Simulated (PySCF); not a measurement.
Radial density of Fe (iron, neutral)

HSE06, [Ar] 3d5 4s2 4p1, high-spin 7P determinant (an excited configuration). Calculation: PySCF 2.14, in x2c-TZVPPall (6s5p4d2f1g, 64 functions); the spin-free X2C one-electron Hamiltonian (Gaussian nucleus).

| r (bohr) | 4πr²ρ (e/bohr) | 4πr²(ρα − ρβ) |
| --- | --- | --- |
| 0.00101 | 0.2088 | 0.0000 |
| 0.00170 | 0.5291 | 0.0001 |
| 0.00286 | 1.326 | 0.0002 |
| 0.00481 | 3.209 | 0.0004 |
| 0.00809 | 7.275 | 0.0008 |
| 0.0136 | 14.78 | 0.0017 |
| 0.0229 | 25.04 | 0.0029 |
| 0.0385 | 31.41 | 0.0049 |
| 0.0647 | 27.03 | 0.0140 |
| 0.109 | 25.81 | 0.0672 |
| 0.183 | 35.02 | 0.3490 |
| 0.308 | 20.80 | 1.6082 |
| 0.518 | 13.99 | 4.2230 |
| 0.871 | 14.11 | 4.4326 |
| 1.47 | 3.647 | 1.7636 |
| 2.47 | 1.411 | 0.5484 |
| 4.15 | 0.4861 | 0.2124 |
| 6.98 | 0.01415 | 0.0052 |

Densities and radii are taken from the X2C orbitals without a picture-change correction, which distorts them close to the nucleus.
